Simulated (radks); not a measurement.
Q: Species: Ho I. Configuration: [Xe] 4f11 6s2 (the NIST ground configuration). All-electron calculation, scalar-relativistic Kohn-Sham, r2SCAN, spin-polarised, spherical densities, finite nucleus; open shells are filled with parallel spins first (spin-orbit coupling, left out, can overturn this in heavy ions); meta-GGA in the generalised Kohn-Sham scheme; Fermi nuclear charge, rms radius 5.2022 fm. Program: a radial shooting solver on a logarithmic mesh with Libxc functionals. Some entries of the table are withheld. Estimate them.

orbital,occ.,eigenvalue (hartree),<r^2> (bohr^2),<1/r> (bohr^-1)
1s up,1,-2042.093,0.0005884,76.04
1s down,1,-2042.093,0.0005884,76.04
2s up,1,-342.4116,0.009167,17.70
2s down,1,-342.4115,0.009167,17.70
2p up,3,-303.2315,0.007443,16.38
2p down,3,-303.2312,0.007443,16.38
3s up,1,-76.81581,0.06024,6.531
3s down,1,-76.75683,0.06019,6.535
3p up,3,-64.78171,0.06064,6.105
3p down,3,-64.72269,0.06057,6.108
3d up,5,-49.49781,0.05077,5.779
3d down,5,-49.45240,0.05069,5.783
4s up,1,-15.39303,0.3040,2.744
4s down,1,-15.26449,0.3041,2.743
4p up,3,-11.41425,0.3442,2.515
4p down,3,-11.28624,0.3443,2.514
4d up,5,-6.01657,0.4131,2.219
4d down,5,-5.88867,0.4141,2.217
5s up,1,-1.93624,1.828,1.039
5s down,1,-1.87862,1.869,1.025
5p up,3,-1.00589,2.590,0.8658
5p down,3,-0.96807,2.662,0.8518
4f up,7,-0.16353,0.9564,(1)
6s up,1,-0.14447,18.96,(2)
6s down,1,-0.14042,19.74,(3)
4f down,4,-0.05246,1.143,(4)

A: 
(1) 4f up <1/r> (bohr^-1): 1.616
(2) 6s up <1/r> (bohr^-1): 0.3041
(3) 6s down <1/r> (bohr^-1): 0.2979
(4) 4f down <1/r> (bohr^-1): 1.574
